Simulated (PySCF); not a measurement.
This PySCF input asks for the NMR shieldings of `InChI=1S/C2H5.CH3O.Al.H/c2*1-2;;/h1H2,2H3;1H3;;/q;-1;+1;`; the geometry comes from GFN2-xTB.

```python
import basis_set_exchange as bse
import numpy as np
from pyscf import gto, dft
from pyscf.prop import nmr

atoms = """
C    -2.649826    0.075269   -0.161637
C    -1.273672   -0.152152   -0.800427
Al    0.130800    0.097860    0.611672
O     1.761085    0.017788    0.387517
C     3.149063   -0.040734    0.221407
H    -3.457554   -0.091578   -0.874813
H    -2.796151   -0.597488    0.683008
H    -2.732687    1.093707    0.215823
H    -1.243664   -1.157724   -1.242980
H    -1.151058    0.532402   -1.650885
H    -0.296222    0.392091    2.056525
H     3.550656   -0.910827    0.745924
H     3.396108   -0.121118   -0.839402
H     3.612443    0.862030    0.626103
"""
names = dict.fromkeys(["C", "Al", "O", "H"], "pcSseg-1")
basis = {el: gto.basis.parse(bse.get_basis(n, elements=[el], fmt="nwchem")) for el, n in names.items()}
mol = gto.M(atom=atoms, basis=basis, charge=0, verbose=0)
mf = dft.RKS(mol, xc="PBE0")
mf.grids.level = 2
mf.grids.alignment = dft.numint.BLKSIZE   # the property module wants whole blocks of grid points
mf.conv_tol = 1e-9
mf.kernel()

calc = nmr.RKS(mf)   # GIAO
C = mf.mo_coeff
Co = C[:, mf.mo_occ > 0]
resp = mf.gen_response(singlet=True, hermi=2)
def vind(x):   # induced exchange potential for any number of trial vectors
    d = np.einsum("pi,xij,qj->xpq", C, 2 * x.reshape(-1, C.shape[1], Co.shape[1]), Co, optimize=True)
    return np.einsum("xpq,pi,qj->xij", resp(d - d.transpose(0, 2, 1)), C, Co, optimize=True).ravel()
mo1, _ = nmr.rhf.solve_mo1(calc, with_cphf=vind)
sigma = calc.kernel(mo1)
for i, s in enumerate(sigma):   # ppm
    w = np.linalg.eigvalsh((s + s.T) / 2)
    print("%2d %-2s iso %8.1f  s11 %8.1f  s22 %8.1f  s33 %8.1f" % (i, mol.atom_pure_symbol(i), w.mean(), *w))
```

**Question.** What are the results?

**Answer.** 
```
 0 C  iso    175.9  s11    168.8  s22    174.1  s33    184.8
 1 C  iso    182.3  s11    178.2  s22    179.9  s33    189.0
 2 Al iso    392.4  s11    323.1  s22    366.8  s33    487.3
 3 O  iso    278.4  s11    220.9  s22    254.4  s33    359.8
 4 C  iso    129.9  s11    101.2  s22    105.0  s33    183.6
 5 H  iso     30.2  s11     25.3  s22     28.1  s33     37.2
 6 H  iso     30.7  s11     26.3  s22     28.9  s33     36.9
 7 H  iso     30.8  s11     26.4  s22     28.8  s33     37.1
 8 H  iso     31.4  s11     26.6  s22     30.1  s33     37.5
 9 H  iso     31.4  s11     26.7  s22     30.0  s33     37.5
10 H  iso     27.4  s11     23.4  s22     25.8  s33     32.9
11 H  iso     27.4  s11     23.1  s22     25.2  s33     33.8
12 H  iso     27.3  s11     23.0  s22     25.4  s33     33.6
13 H  iso     27.3  s11     23.1  s22     25.2  s33     33.7
```

These numbers come from an equivalent density-fitted implementation of the same equations, which agrees with the script to about 0.01 ppm for H and up to a few tenths of a ppm for heavy atoms, so last digits may differ.

Size and cost of the density-fitted run: 137 basis functions, 11 s wall time on 1 thread of an Arm Neoverse V2, shared host; peak memory 0.67 GiB.
